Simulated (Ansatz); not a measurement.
Mulliken charges of `[OH][Zr]([SH])([SH])[SH]` from PBE/def2-TZVPP in Ansatz (PBE0-D4/def2-TZVP geometry).

```
atom   x (Å)   y (Å)   z (Å)  charge (e)
  O1  -1.219   0.442  -1.400      -0.433
 Zr2  -0.168  -0.074   0.089       0.815
  S3  -0.487   1.323   2.061      -0.314
  S4  -0.780  -2.337   0.746      -0.321
  S5   2.212   0.076  -0.454      -0.317
  H6  -1.829   0.871  -1.996       0.195
  H7  -0.124   2.418   1.362       0.121
  H8   0.424  -2.486   1.335       0.131
  H9   1.972  -0.232  -1.744       0.123
```

By hand: the dipole of these point charges (1 e Å = 4.8032 D).

Σ q r = (0.019, 0.167, -0.328) e Å, of length 0.369 e Å = 1.77 D.

How does the dipole of the full density compare? (An estimate is asked.)

The calculation gave: (-0.223, 0.246, -0.517) e Å, 2.95 D; the point charges give 0.60 times that, at 24° from its direction.

Point charges leave out the atoms' own dipoles, such as those of lone pairs, and Mulliken's split depends on the basis, so the two needn't agree.
